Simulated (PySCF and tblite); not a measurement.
Computed ¹H and ¹³C shifts (ppm) of 4 molecules with 8 carbons each, averaged over conformers at 298.15 K: GIAO PBE0/pcSseg-1 (IEF-PCM, chloroform) on GFN2-xTB geometries, unscaled, against TMS (¹H), TMS (¹³C) at the same level; H on other atoms than carbon is left out (PySCF, tblite).

P. ¹H: 8.58 (2H), 8.05 (1H), 7.94 (2H), 4.23 (3H) ¹³C: 175.4 (1C), 141.0 (1C), 137.3 (2C), 135.0 (2C), 134.8 (1C), 55.0 (1C)
Q. ¹H: 8.75 (2H), 8.33 (1H), 8.14 (2H) ¹³C: 176.9 (1C), 146.0 (1C), 140.9 (1C), 138.8 (2C), 136.3 (2C), 119.3 (1C)
R. ¹H: 8.77 (2H), 8.29 (1H), 8.11 (2H) ¹³C: 187.9 (1C), 145.4 (1C), 139.8 (2C), 136.1 (2C), 133.8 (1C), 127.7 (1C)
S. ¹H: 8.64 (2H), 7.61 (2H), 4.23 (3H) ¹³C: 177.3 (1C), 174.2 (1C), 140.2 (2C), 131.2 (1C), 122.3 (2C), 55.2 (1C)

The molecules:
1. C8H5F3O, SMILES O=C(c1ccccc1)C(F)(F)F
2. C8H5NO, SMILES N#CC(=O)c1ccccc1
3. C₈H₇FO₂, SMILES COC(=O)c1ccc(F)cc1
4. C₈H₈O₂, SMILES COC(=O)c1ccccc1

(1) Which spectrum belongs to which molecule?

Unscaled shifts at such levels can be off by 15 ppm or more for ¹³C and 0.8 ppm for ¹H.

For scale, the study of O=C(c1ccccc1)C(F)(F)F took 43 s on 1 thread of Arm Neoverse V2, on a host shared with other jobs (rough), launched as `OMP_NUM_THREADS=1 python ens_run.py task.json out`.

Answers

(1) P is 4; Q is 2; R is 1; S is 3.

Assigned:
1. [O:1]=[C:2]([c:3]1[cH:4][cH:5][cH:6][cH:7][cH:8]1)[C:9]([F:10])([F:11])[F:12]: ¹³C: 187.9 (C2), 145.4 (C6), 139.8 (C4/C8), 136.1 (C5/C7), 133.8 (C3), 127.7 (C9) ppm.
2. [N:1]#[C:2][C:3](=[O:4])[c:5]1[cH:6][cH:7][cH:8][cH:9][cH:10]1: ¹³C: 176.9 (C3), 146.0 (C8), 140.9 (C5), 138.8 (C6/C10), 136.3 (C7/C9), 119.3 (C2) ppm.
3. [CH3:1][O:2][C:3](=[O:4])[c:5]1[cH:6][cH:7][c:8]([F:9])[cH:10][cH:11]1: ¹³C: 177.3 (C8), 174.2 (C3), 140.2 (C6/C11), 131.2 (C5), 122.3 (C7/C10), 55.2 (C1) ppm.
4. [CH3:1][O:2][C:3](=[O:4])[c:5]1[cH:6][cH:7][cH:8][cH:9][cH:10]1: ¹³C: 175.4 (C3), 141.0 (C8), 137.3 (C6/C10), 135.0 (C7/C9), 134.8 (C5), 55.0 (C1) ppm.
